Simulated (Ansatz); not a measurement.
Cost against result

Saddle point of AlAsH6O3, singlet (AlH₃O₃ ([OH][Al]([OH])[OH]) + AsH₃ → AlAsH₄O₂ ([OH][Al]([OH])[AsH2]) + H₂O (still joined by a long Al–O bond); bonds formed: Al1–As6, O2–H5; bonds broken: H5–As6; bonds weakened to dative contacts: Al1–O2), PBE0-D4/def2-TZVP structure:

```json
{"atom": "Al1", "x (Å)": "0.2563", "y (Å)": "-0.7007", "z (Å)": "0.2866"}
{"atom": "O2", "x (Å)": "0.6994", "y (Å)": "-0.4222", "z (Å)": "-1.4314"}
{"atom": "O3", "x (Å)": "1.5768", "y (Å)": "-0.3082", "z (Å)": "1.2771"}
{"atom": "O4", "x (Å)": "-0.8487", "y (Å)": "-1.9649", "z (Å)": "0.4798"}
{"atom": "H5", "x (Å)": "-0.0510", "y (Å)": "0.5997", "z (Å)": "-1.0861"}
{"atom": "As6", "x (Å)": "-1.1688", "y (Å)": "1.5021", "z (Å)": "0.0802"}
{"atom": "H7", "x (Å)": "1.6056", "y (Å)": "-0.1562", "z (Å)": "-1.6200"}
{"atom": "H8", "x (Å)": "1.6693", "y (Å)": "-0.5469", "z (Å)": "2.1962"}
{"atom": "H9", "x (Å)": "-1.3002", "y (Å)": "-2.1969", "z (Å)": "1.2867"}
{"atom": "H10", "x (Å)": "-2.0951", "y (Å)": "1.5002", "z (Å)": "-1.1153"}
{"atom": "H11", "x (Å)": "-0.3436", "y (Å)": "2.6940", "z (Å)": "-0.3537"}
```

Barriers are electronic and count from the start structure reached by relaxing down the imaginary mode.

Ansatz 0.2.0; basis: as named in each row; cores frozen in the correlated methods. Filled d shells of the heavier atoms are correlated. The def2 sets are not built for correlating such inner shells, so the correlated values are less sure here. B3LYP uses VWN-RPA correlation. Extrapolation: Hartree–Fock as exp(−7.88 √X), correlation as X^−2.97.

Times are rough, for one single point on 8 threads of a shared host (Intel Xeon).

The estimate by CCSD(T) at an estimated basis limit (MP2 extrapolated from triple and quadruple zeta, plus CCSD(T) − MP2 in triple zeta) is 83.7 kJ/mol.

| method | basis | time (s) | barrier (kJ/mol) | method less estimate |
| --- | --- | --- | --- | --- |
| HF | STO-3G | under 1 | 107.2 | 23.5 |
| PBE-D4 | STO-3G | 2 | -17.4 | -101.2 |
| SPW92 | def2-SVP | 2 | 14.3 | -69.4 |
| PBE-D4 | def2-SVP | 2 | 42.7 | -41.0 |
| B3LYP-D4 | 6-31G | 3 | 65.6 | -18.1 |
| PBE0-D4 | def2-SVP | 3 | 56.2 | -27.5 |
| SPW92 | def2-TZVPP | 4 | 28.8 | -54.9 |
| PBE-D4 | def2-TZVPP | 4 | 54.6 | -29.1 |
| BLYP-D4 | def2-TZVPP | 4 | 75.5 | -8.2 |
| B3LYP-D4 | def2-TZVPP | 6 | 82.8 | -0.9 |
| r2SCAN-D4 | def2-TZVPP | 6 | 62.9 | -20.8 |
| PBE0-D4 | def2-TZVPP | 6 | 66.0 | -17.8 |
| BHLYP-D4 | def2-TZVPP | 6 | 97.9 | 14.1 |
| wB97M-V | def2-SVP | 8 | 72.1 | -11.6 |
| r2SCAN0-D4 | def2-TZVPP | 8 | 71.5 | -12.2 |
| CAM-B3LYP-D4 | def2-TZVPP | 8 | 87.0 | 3.2 |
| B97M-V | def2-TZVPP | 10 | 85.6 | 1.8 |
| wB97X-V | def2-TZVPP | 11 | 86.4 | 2.6 |
| wB97M-V | def2-TZVPP | 11 | 85.8 | 2.0 |
| B2PLYP | def2-TZVPP | 11 | 85.5 | 1.8 |
| PBE-QIDH | def2-TZVPP | 12 | 75.6 | -8.2 |
| CCSD(T) | def2-SVP | 14 | 91.9 | 8.1 |
| RPA on PBE | def2-TZVPP | 17 | 89.4 | 5.6 |
| MP2 | def2-QZVPP | 47 | 76.2 | -7.5 |
| CCSD(T) | def2-TZVPP | 250 | 87.6 | 3.9 |

All methods are single points on the PBE0-D4 structures; a negative value means that the method puts the saddle structure below the start.

The T1 diagnostic stays at or below 0.013.

Labels in which every atom is bracketed show which atoms are joined, not bond orders.
